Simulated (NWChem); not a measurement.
System: C$_{2}$H$_{5}$ClN$_{2}$Si; SMILES C1[Si@@](Cl)(CN=1)N

NWChem printed, in part:

```
             Northwest Computational Chemistry Package (NWChem) 7.3.0
             --------------------------------------------------------

 C1  symmetry detected

                             Geometry "geometry" -> ""
                             -------------------------

 Output coordinates in angstroms (scale by  1.889725989 to convert to a.u.)

  No.       Tag          Charge          X              Y              Z
 ---- ---------------- ---------- -------------- -------------- --------------
    1 N                    7.0000     1.96663421    -0.55661481     0.09636362
    2 Si                  14.0000     0.32151413    -0.03703395     0.03284968
    3 Cl                  17.0000    -0.80084107    -1.80117588    -0.04634082
    4 C                    6.0000    -0.47505120     1.33590850     1.08329793
    5 N                    7.0000    -0.67893923     2.13677200     0.08230484
    6 C                    6.0000    -0.15473983     1.41599061    -1.11868702
    7 H                    1.0000     2.22324450    -1.42324340     0.57416136
    8 H                    1.0000     2.73154046     0.12170375     0.09002629
    9 H                    1.0000    -0.77974987     1.61768415     2.11082428
   10 H                    1.0000    -0.95408785     1.25819517    -1.87267690
   11 H                    1.0000     0.65703443     1.99163053    -1.61278124

 Effective nuclear repulsion energy (a.u.)     348.3912500880

                                 NWChem DFT Module
                                 -----------------

 Summary of "ao basis" -> "ao basis" (spherical)
 ------------------------------------------------------------------------------
       Tag                 Description            Shells   Functions and Types
 ---------------- ------------------------------  ------  ---------------------
 N                           6-31g*                  6       14   3s2p1d
 Si                          6-31g*                  8       18   4s3p1d
 Cl                          6-31g*                  8       18   4s3p1d
 C                           6-31g*                  6       14   3s2p1d
 H                           6-31g*                  2        2   2s

  itol2e modified to match energy
  convergence criterion.
  tol_rho modified to match energy
  convergence criterion.

            General Information
            -------------------
          SCF calculation type: DFT
          Wavefunction type:  closed shell.
          No. of atoms     :    11
          No. of electrons :    62
           Alpha electrons :    31
            Beta electrons :    31
          Charge           :     0
          Spin multiplicity:     1
          Use of symmetry is: off; symmetry adaption is: off
          Maximum number of iterations: 150
          AO basis - number of functions:   102
                     number of shells:    50
          Convergence on energy requested:  1.00D-09
          Convergence on density requested:  1.00D-08
          Convergence on gradient requested:  1.00D-07

              XC Information
              --------------
                         B3LYP Method XC Potential
                     Hartree-Fock (Exact) Exchange  0.200
                        Slater Exchange Functional  0.800 local
                    Becke 1988 Exchange Functional  0.720 non-local
              Lee-Yang-Parr Correlation Functional  0.810
                  VWN I RPA Correlation Functional  0.190 local

             Grid Information
             ----------------
          Grid used for XC integration:  medium
          Radial quadrature: Mura-Knowles
          Angular quadrature: Lebedev.
          Tag              B.-S. Rad. Rad. Pts. Rad. Cut. Ang. Pts.
          ---              ---------- --------- --------- ---------
          N                   0.65       49          11.0       434
          Si                  1.10       88           8.0       590
          Cl                  1.00       88          11.0       590
          C                   0.70       49          10.0       434
          H                   0.35       45          11.0       434
          Grid pruning is: on
          Number of quadrature shells:   597
          Spatial weights used:  Erf1

      Superposition of Atomic Density Guess
      -------------------------------------

 Sum of atomic energies:        -934.66703772

      Non-variational initial energy
      ------------------------------

 Total energy =    -937.463540
 1-e energy   =   -1980.259180
 2-e energy   =     694.404390
 HOMO         =      -0.272473
 LUMO         =      -0.035360

   convergence    iter        energy       DeltaE   RMS-Dens  Diis-err
 ---------------- ----- ----------------- --------- --------- ---------
 d= 0,ls=0.0,diis     1   -938.3575504508 -1.29D+03  1.14D-02  6.60D-01
 d= 0,ls=0.0,diis     2   -938.3338276594  2.37D-02  7.33D-03  8.44D-01
 d= 0,ls=0.0,diis     3   -938.4186153787 -8.48D-02  2.66D-03  1.58D-01
 d= 0,ls=0.0,diis     4   -938.4333862917 -1.48D-02  1.26D-03  2.66D-02
 d= 0,ls=0.0,diis     5   -938.4365700943 -3.18D-03  2.53D-04  7.48D-04
 d= 0,ls=0.0,diis     6   -938.4366548839 -8.48D-05  8.55D-05  8.46D-05
 d= 0,ls=0.0,diis     7   -938.4366662697 -1.14D-05  1.79D-05  2.89D-06
 d= 0,ls=0.0,diis     8   -938.4366666331 -3.63D-07  4.26D-06  3.21D-07
 d= 0,ls=0.0,diis     9   -938.4366666723 -3.92D-08  1.40D-06  2.04D-08
 d= 0,ls=0.0,diis    10   -938.4366666749 -2.69D-09  4.00D-07  1.53D-09
 d= 0,ls=0.0,diis    11   -938.4366666751 -1.93D-10  1.16D-07  1.50D-10
 d= 0,ls=0.0,diis    12   -938.4366666751 -9.09D-13  3.39D-08  1.17D-11
 d= 0,ls=0.0,diis    13   -938.4366666751 -4.77D-12  7.74D-09  7.32D-13

         Total DFT energy =     -938.436666675141
      One electron energy =    -1984.646882540979
           Coulomb energy =      773.612602415635
    Exchange-Corr. energy =      -75.793636637775
 Nuclear repulsion energy =      348.391250087977

 Numeric. integr. density =       61.999999589238

                       DFT Final Molecular Orbital Analysis
                       ------------------------------------

 Vector   29  Occ=2.000000D+00  E=-3.018095D-01
              MO Center= -3.7D-01,  2.2D-01, -5.1D-02, r^2= 4.5D+00
   Bfn.  Coefficient  Atom+Function         Bfn.  Coefficient  Atom+Function
  ----- ------------  ---------------      ----- ------------  ---------------
    41      0.427858   3 Cl pz               45      0.244339   3 Cl pz
    82     -0.209663   6 C  py               54      0.204536   4 C  py
    67      0.199467   5 N  px               23     -0.167278   2 Si pz
    37     -0.166909   3 Cl pz              102     -0.154902  11 H  s
    71      0.136455   5 N  px               58      0.133255   4 C  py

 Vector   30  Occ=2.000000D+00  E=-2.761398D-01
              MO Center=  1.1D+00,  5.1D-02, -8.0D-02, r^2= 3.4D+00
   Bfn.  Coefficient  Atom+Function         Bfn.  Coefficient  Atom+Function
  ----- ------------  ---------------      ----- ------------  ---------------
     5      0.451096   1 N  pz                9      0.380469   1 N  pz
    56     -0.181277   4 C  s                82     -0.181283   6 C  py
    86     -0.137797   6 C  py                4      0.135599   1 N  py
    67     -0.134010   5 N  px                6     -0.132368   1 N  s
    84      0.122866   6 C  s                 8      0.120329   1 N  py

 Vector   31  Occ=2.000000D+00  E=-2.439773D-01
              MO Center= -3.7D-01,  1.4D+00,  1.8D-01, r^2= 3.4D+00
   Bfn.  Coefficient  Atom+Function         Bfn.  Coefficient  Atom+Function
  ----- ------------  ---------------      ----- ------------  ---------------
    68      0.417601   5 N  py               72      0.299026   5 N  py
    24      0.296135   2 Si s                70      0.274012   5 N  s
    54     -0.209748   4 C  py               20      0.206018   2 Si s
    40     -0.196486   3 Cl py               67     -0.196358   5 N  px
    22      0.162802   2 Si py               82     -0.144407   6 C  py

 Vector   32  Occ=0.000000D+00  E=-3.698853D-02
              MO Center= -3.4D-01,  1.3D+00,  4.8D-01, r^2= 2.9D+00
   Bfn.  Coefficient  Atom+Function         Bfn.  Coefficient  Atom+Function
  ----- ------------  ---------------      ----- ------------  ---------------
    71      0.424365   5 N  px               67      0.401871   5 N  px
    25     -0.373046   2 Si px               57     -0.362506   4 C  px
    53     -0.317971   4 C  px                6      0.236758   1 N  s
    42     -0.237854   3 Cl s                26     -0.230698   2 Si py
    44     -0.190396   3 Cl py               72      0.191134   5 N  py

 Vector   33  Occ=0.000000D+00  E= 3.117423D-02
              MO Center=  6.6D-01, -5.8D-01,  3.0D-01, r^2= 4.7D+00
   Bfn.  Coefficient  Atom+Function         Bfn.  Coefficient  Atom+Function
  ----- ------------  ---------------      ----- ------------  ---------------
    24     -1.075365   2 Si s                 6      0.983818   1 N  s
    26      0.621897   2 Si py               96     -0.562680   8 H  s
    42      0.539938   3 Cl s                44      0.391747   3 Cl py
    43      0.363271   3 Cl px               22      0.357148   2 Si py
    56      0.333561   4 C  s                20     -0.288183   2 Si s

 Vector   34  Occ=0.000000D+00  E= 5.704295D-02
              MO Center=  8.7D-01,  1.5D-01,  7.0D-02, r^2= 5.6D+00
   Bfn.  Coefficient  Atom+Function         Bfn.  Coefficient  Atom+Function
  ----- ------------  ---------------      ----- ------------  ---------------
     6      0.937664   1 N  s                94     -0.786224   7 H  s
   100     -0.571598  10 H  s                26     -0.553661   2 Si py
    25     -0.451476   2 Si px               42     -0.433858   3 Cl s
    57      0.357702   4 C  px               84      0.350965   6 C  s
    96     -0.343782   8 H  s                21     -0.311693   2 Si px

     Multipole analysis of the density
     ---------------------------------

     L   x y z        total         alpha         beta         nuclear
     -   - - -        -----         -----         ----         -------
     0   0 0 0     -0.000000    -31.000000    -31.000000     62.000000

     1   1 0 0      1.149346      0.574673      0.574673      0.000000
     1   0 1 0     -0.029195     -0.014598     -0.014598      0.000000
     1   0 0 1      0.266728      0.133364      0.133364     -0.000000

     2   2 0 0    -33.290595   -121.102809   -121.102809    208.915023
     2   1 1 0      0.574401      4.876307      4.876307     -9.178214
     2   1 0 1      1.254913      0.147813      0.147813      0.959287
     2   0 2 0    -41.774838   -239.160796   -239.160796    436.546754
     2   0 1 1     -1.365384      2.037525      2.037525     -5.440435
     2   0 0 2    -34.595014    -63.034507    -63.034507     91.473999

  itol2e modified to match energy
  convergence criterion.

            General Information
            -------------------
          SCF calculation type: DFT
          Wavefunction type:  closed shell.
          No. of atoms     :    11
          No. of electrons :    62
           Alpha electrons :    31
            Beta electrons :    31
          Charge           :     0
          Spin multiplicity:     1
          Use of symmetry is: off; symmetry adaption is: off
          Maximum number of iterations: 150
          AO basis - number of functions:   102
                     number of shells:    50
          Convergence on energy requested:  1.00D-09
          Convergence on density requested:  1.00D-08
          Convergence on gradient requested:  1.00D-07

              XC Information
              --------------
                         B3LYP Method XC Potential
                     Hartree-Fock (Exact) Exchange  0.200
                        Slater Exchange Functional  0.800 local
                    Becke 1988 Exchange Functional  0.720 non-local
              Lee-Yang-Parr Correlation Functional  0.810
                  VWN I RPA Correlation Functional  0.190 local

             Grid Information
             ----------------
          Grid used for XC integration:  medium
          Radial quadrature: Mura-Knowles
          Angular quadrature: Lebedev.
          Tag              B.-S. Rad. Rad. Pts. Rad. Cut. Ang. Pts.
          ---              ---------- --------- --------- ---------
          N                   0.65       49          11.0       434
          Si                  1.10       88           8.0       590
          Cl                  1.00       88          11.0       590
          C                   0.70       49          10.0       434
          H                   0.35       45          11.0       434
          Grid pruning is: on
          Number of quadrature shells:   597
          Spatial weights used:  Erf1

          Convergence Information
          -----------------------
          Convergence aids based upon iterative change in
          total energy or number of iterations.
          Levelshifting, if invoked, occurs when the
          HOMO/LUMO gap drops below (HL_TOL):  1.00D-02
          DIIS, if invoked, will attempt to extrapolate
          using up to (NFOCK): 10 stored Fock matrices.

                    Damping( 0%)  Levelshifting(0.5)       DIIS
                  --------------- ------------------- ---------------
          dE  on:    start            ASAP                start
          dE off:    2 iters        150 iters           150 iters

                            NWChem DFT Gradient Module
                            --------------------------

  charge          =   0.00
  wavefunction    = closed shell

                         DFT ENERGY GRADIENTS

    atom               coordinates                        gradient
                 x          y          z           x          y          z
   1 N       3.716400  -1.051849   0.182101   -0.002150   0.000917  -0.004081
   2 Si      0.607574  -0.069984   0.062077   -0.002455  -0.002923  -0.000792
   3 Cl     -1.513370  -3.403729  -0.087571   -0.000848  -0.001121   0.000081
   4 C      -0.897717   2.524501   2.047136    0.002752  -0.005346   0.000202
   5 N      -1.283009   4.037914   0.155534   -0.000893   0.004412  -0.008820
   6 C      -0.292416   2.675834  -2.114012   -0.000870   0.000211   0.010897
   7 H       4.201323  -2.689540   1.085008    0.001329  -0.006818   0.003886
   8 H       5.161863   0.229987   0.170125    0.005871   0.005104  -0.000151
   9 H      -1.473514   3.056980   3.988880   -0.003042   0.002637   0.010011
  10 H      -1.802965   2.377644  -3.538846   -0.006255  -0.001570  -0.006665
  11 H       1.241615   3.763636  -3.047715    0.006563   0.004497  -0.004567
```

Level: B3LYP/6-31G* (spherical d). Coordinates come from a PBE-D3(BJ)/def2-SVP optimisation. B3LYP is NWChem's, with the RPA form of VWN correlation.

Reconstruct the input file.

Several could match; the one computed here: the input that was run:
```
start job
memory heap 200 mb stack 900 mb global 1100 mb
geometry units angstroms noautoz
  N      1.964164    -0.539252     0.058594
  Si     0.318242    -0.019110     0.030108
  Cl    -0.806444    -1.783057    -0.011382
  C     -0.452975     1.361106     1.089899
  N     -0.679813     2.155570     0.088744
  C     -0.184110     1.426686    -1.119436
  H      2.231469    -1.402911     0.535905
  H      2.729017     0.138553     0.029992
  H     -0.733482     1.649735     2.122400
  H     -1.000909     1.264473    -1.853523
  H      0.616168     1.998617    -1.636077
end
basis spherical
  * library 6-31g*
end
dft
  xc b3lyp
  iterations 150
  convergence energy 1d-9 density 1d-8 gradient 1d-7
  tolerances tight
end
task dft gradient
```
